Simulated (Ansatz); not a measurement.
Z-matrix (Å, degrees):
```
C
C 1 1.499
H 1 1.087 2 109.4
H 1 1.093 2 110.2 3 -120.5
H 1 1.093 2 110.4 3 120.6
O 2 1.223 1 123.8 3 0.8
N 2 1.357 1 119.0 3 -179.3
Si 7 1.750 2 111.2 1 -179.9
H 7 1.006 2 121.8 1 0.1
Cl 8 2.068 7 103.1 2 179.9
H 8 1.473 7 112.4 2 65.2
H 8 1.473 7 112.5 2 -65.3
```

Total charge 0; spin multiplicity 1.

Problem. List the ωB97M-V/def2-TZVPP orbital energies in eV (Ansatz). (Best estimate.)

Solution. The calculation gave: Occupied: -2771.72, -1808.29, -525.75, -395.32, -284.88, -282.00, -262.14, -199.60, -199.49, -199.48, -149.21, -103.39, -103.31, -103.27, -32.50, -28.26, -25.68, -23.98, -19.42, -18.62, -16.58, -15.90, -15.69, -14.25, -13.88, -13.68, -12.92, -12.80, -11.63, -11.11, -10.63, -10.44. Lowest empty: 1.91, 2.17, 2.81, 2.88, 3.32, 3.58, 4.47, 4.55.
